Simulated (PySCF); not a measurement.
C5H8S, SMILES C#C[C@H](C)SC. Atoms are numbered in the order given.

```xyz
14

C     -1.3630     2.1898     0.0367
C     -1.0663     1.0391    -0.2212
C     -0.7006    -0.3475    -0.4749
C     -1.3095    -1.3128     0.5457
S      1.1339    -0.5332    -0.6368
C      1.6822     0.0888     0.9725
H     -1.6309     3.2090     0.2440
H     -1.0453    -0.6238    -1.4880
H     -2.4080    -1.2306     0.5402
H     -1.0234    -2.3461     0.3021
H     -0.9617    -1.0796     1.5630
H      1.3044     1.1086     1.1457
H      2.7803     0.1205     0.9280
H      1.3846    -0.5713     1.8016
```
Charge 0, spin multiplicity 1.

Coordinates come from a r2SCAN-D4/def2-SVP optimisation. The structure was generated by enumeration; whether it is a known compound was not checked. The values are those of a single conformer.

Computed with ωB97X/def2-TZVP (PySCF).

**Question.** Estimate the frontier levels, gap, dipole moment and polarisability. (An estimate is asked for; the answer gives what the named calculation found.)

**Answer.** 
| Property | Value |
|---|---|
| highest occupied level | -8.87 eV |
| lowest empty level | 2.45 eV |
| orbital gap | 11.32 eV |
| dipole moment | 1.39 D |
| quadrupole, principal values (traceless, Buckingham form, about the centre of nuclear charge) | -5.56, 0.79, 4.78 D·Å |
| mean static polarisability | 76.2 bohr³ (11.29 Å³) |
| polarisability, principal values | 63.3, 75.7, 89.6 bohr³ |
